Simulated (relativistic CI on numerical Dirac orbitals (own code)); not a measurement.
# Ce⁴⁺: M4,5 absorption edge

Computed with this model: Dirac-Coulomb-Breit CI, orbitals from a KLI potential per configuration, QED by a radiative potential, valence Slater integrals scaled by 0.7, multiplet model of core-to-valence dipole absorption; configurations [Kr] 4d10 5s2 5p6 → [Ar] 3d9 4s2 4p6 4d10 4f 5s2 5p6; 10 K; Lorentzian 0.36 eV and Gaussian 0.4 eV FWHM. Energies are those of the free ion, without screening or charge transfer. The branching ratio is the share of the lower-energy edge in the whole absorption, uncertain by about 0.02 where the edges overlap. S is read from ⟨S²⟩ = S(S + 1).

free ion: ground-state S = 0.00, centroid 897.83 eV, branching ratio 0.423. Peaks (eV, height): 887.6 (73), 905.4 (100).

The statistical ratio of this edge is 3/5 = 0.600. Values above it arise where the holes sit mainly in the j = l + 1/2 valence subshell or the ground state has high spin; values below it where core-valence Coulomb terms move weight to the upper edge, as in nearly empty shells.

Strongest unbroadened transitions for free ion:

```json
{"Energy (eV)": "883.13", "Relative strength": "0.5"}
{"Energy (eV)": "887.57", "Relative strength": "72.8"}
{"Energy (eV)": "905.37", "Relative strength": "100.0"}
```
